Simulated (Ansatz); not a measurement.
Relaxation of ClGaH5O2P (10 atoms, charge 0, multiplicity 1), to a largest force component of 0.03 eV/Å in at most 50 steps.

Theory: RKS PBE0-D4/def2-SVP in Ansatz.

```xyz
10
Properties=species:S:1:pos:R:3:forces:R:3
Ga 0.375 0.671 -0.180 -0.08 -0.19 0.37
O -0.458 -0.216 2.535 0.08 0.89 -0.34
H -1.321 -0.451 2.167 0.00 0.02 0.01
O 1.799 -0.245 -0.709 0.00 0.00 0.01
H 1.596 -1.084 -1.137 -0.01 0.01 0.01
Cl -1.560 -0.083 -0.801 -0.04 -0.01 -0.02
P 0.458 2.608 1.048 0.05 0.14 -0.05
H 1.863 2.784 0.875 0.00 0.01 -0.01
H 0.092 3.445 -0.049 0.00 0.00 0.01
H -0.515 0.762 2.640 -0.01 -0.87 0.01
```

Where does it end, and by what steps?

The forces met the threshold. The force dipped under the threshold on the way, but the program's further checks kept it going. After 15 steps the energy has fallen by 0.472 eV; O2 moved furthest, 0.55 Å. Joined: Ga1–O2 (2.97 → 2.14 Å).

```tsv
step	energy less start (eV)	largest force component (eV/Å)	accepted
0	0.0000	0.886	yes
1	-0.0915	1.451	yes
2	-0.2488	1.304	yes
3	-0.3759	0.796	yes
4	-0.4450	0.231	yes
5	-0.4548	0.191	yes
6	-0.4653	0.088	yes
7	-0.4675	0.037	yes
8	-0.4688	0.037	yes
9	-0.4694	0.023	yes
10	-0.4702	0.039	yes
11	-0.4707	0.082	yes
12	-0.4709	0.132	yes
13	-0.4716	0.091	yes
14	-0.4720	0.036	yes
15	-0.4722	0.023	yes
```

```xyz
10
Properties=species:S:1:pos:R:3
Ga 0.316 0.695 0.215
O -0.351 -0.294 1.998
H -1.261 -0.521 1.741
O 1.716 -0.282 -0.308
H 1.479 -1.102 -0.753
Cl -1.625 0.150 -0.690
P 0.613 2.836 1.040
H 1.916 2.961 0.471
H -0.051 3.433 -0.073
H -0.420 0.315 2.747
```

Whether the end is a true minimum wasn't checked by a vibrational analysis.

Run time: 35 s on 4 threads of Arm Neoverse V2, on a shared host, peak memory 0.33 GiB.
